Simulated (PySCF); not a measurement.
# O⁺ (oxygen, charge +1): UHF calculation

Configuration: [He] 2s2 2p3, high-spin 4S determinant. Calculation: PySCF 2.14, in cc-pVTZ (4s3p2d1f, 30 functions); the non-relativistic Hamiltonian (point nucleus).

- Total energy: -74.370374 hartree
- One-electron energy: -98.4530 hartree
- Hartree (Coulomb) energy: 31.9936 hartree
- Exchange energy: -7.9109 hartree
- Kinetic energy: 74.36055 hartree
- ⟨S²⟩: 3.7554
- ⟨L²⟩: 0.000
- Sum of ⟨r⟩: 5.821 bohr
- Sum of ⟨r²⟩: 7.393 bohr²
- Density at the nucleus (Gaussians lack the cusp): 301 bohr⁻³
- Spin density at the nucleus: 0.0387 bohr⁻³
- Langevin diamagnetic susceptibility: -5.86 ×10⁻⁶ cm³/mol
- Time after the integrals: 0.05 s of wall time on 1 thread of Neoverse-V2 (shared host)

```json
{"shell": "1s α", "electrons": "1", "mean orbital energy (eV)": "-582.67", "rms radius, mean of both spins (bohr)": "0.230"}
{"shell": "1s β", "electrons": "1", "mean orbital energy (eV)": "-579.03", "rms radius, mean of both spins (bohr)": "0.230"}
{"shell": "2s α", "electrons": "1", "mean orbital energy (eV)": "-56.399", "rms radius, mean of both spins (bohr)": "1.20"}
{"shell": "2s β", "electrons": "1", "mean orbital energy (eV)": "-41.697", "rms radius, mean of both spins (bohr)": "1.20"}
{"shell": "2p α", "electrons": "3", "mean orbital energy (eV)": "-36.204", "rms radius, mean of both spins (bohr)": "1.21"}
```
